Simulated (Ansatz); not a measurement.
```xyz
2

Mg    0.0000    0.0000   -0.9794
O     0.0000    0.0000    0.9794
```

Basis set: cc-pVTZ on O; cc-pCVTZ on Mg (spherical functions). Correlated methods keep 2 orbitals frozen. Charge 0, multiplicity 1.

Computed with Ansatz (development build ahead of 0.2.0); the reference of a correlated method needn't be the lowest determinant of its kind. Restricted open shells among the atoms or ions are ROHF, correlated in semicanonical orbitals with singles.

Problem. Give the atomization energy at this shape (free ground-state atoms in the same class of orbitals less the molecule, no zero-point energy) of singlet MgO by UHF-BCCD(T), UHF-CCSD(T), RHF-CCSD(T).

Solution.

| method | atomization energy |
| --- | --- |
| UHF-BCCD(T) | 196.1 kJ/mol |
| UHF-CCSD(T) | 196.1 kJ/mol |
| RHF-CCSD(T) | 193.6 kJ/mol |

Caution: the shape is not the minimum. Caution for UHF-BCCD(T), UHF-CCSD(T): the unrestricted determinant is spin contaminated. Caution for RHF-CCSD(T): an unrestricted determinant lies well below; other determinants can give a lower correlated total; the amplitudes may be one of several solutions.
